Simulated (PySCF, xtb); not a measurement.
CH4O3, SMILES C(O)(O)O.

GFN2-xTB run with xtb 6.7.1 at its own geometry gives an orbital gap of 13.16 eV and a dipole moment of 1.81 D.

Geometry: r2SCAN-D4/def2-SVP. Other conformers were not sampled.

Problem. What does ωB97X/def2-TZVPD (PySCF) give? (An estimate is asked for; the answer gives what the named calculation found.)

Solution. gap 12.77 eV (levels -11.18 and 1.59 eV), dipole 1.51 D.
